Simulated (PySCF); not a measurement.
Species: cyclopentylacetylene, C7H10.
SMILES: `C#CC1CCCC1`

The closed-shell ground state was solved at several levels (PySCF, density fitting, gas phase, non-relativistic). One conformer (not necessarily the lowest) at the PBE0-D3(BJ)/def2-SVP geometry, without solvent, vibrations or thermal averaging.

```json
{"level": "B3LYP/pcJ-1", "basis functions": "289", "total energy (Eh)": "-272.7164", "HOMO (eV)": "-7.24", "LUMO (eV)": "0.68", "gap (eV)": "7.92", "dipole (D)": "0.95"}
{"level": "HF/pcSseg-1", "basis functions": "169", "total energy (Eh)": "-270.7833", "HOMO (eV)": "-10.19", "LUMO (eV)": "3.98", "gap (eV)": "14.17", "dipole (D)": "0.90"}
{"level": "B3LYP/def2-SVPD", "basis functions": "220", "total energy (Eh)": "-272.5160", "HOMO (eV)": "-7.28", "LUMO (eV)": "0.29", "gap (eV)": "7.57", "dipole (D)": "0.99"}
```

Q: What might PBE0/pcSseg-1 (169 basis functions) give for the same quantities?

A: Total energy -272.3257 Eh, HOMO -7.50 eV, LUMO 0.95 eV, gap 8.45 eV, dipole 0.96 D.

Q: Over all these levels, which gives the widest orbital gap and which the narrowest?

A: HF/pcSseg-1 (Hartree–Fock, all exact exchange) has the widest, 14.17 eV, and B3LYP/def2-SVPD (global hybrid, 20 % exact exchange) the narrowest, 7.57 eV. Functional and basis both differ between the two, so the spread mixes both effects.

Q: How far do the dipole and the HOMO energy spread over the levels?

A: The dipole runs from 0.90 to 0.99 D (mean 0.95 D) and the HOMO from -10.19 to -7.24 eV.
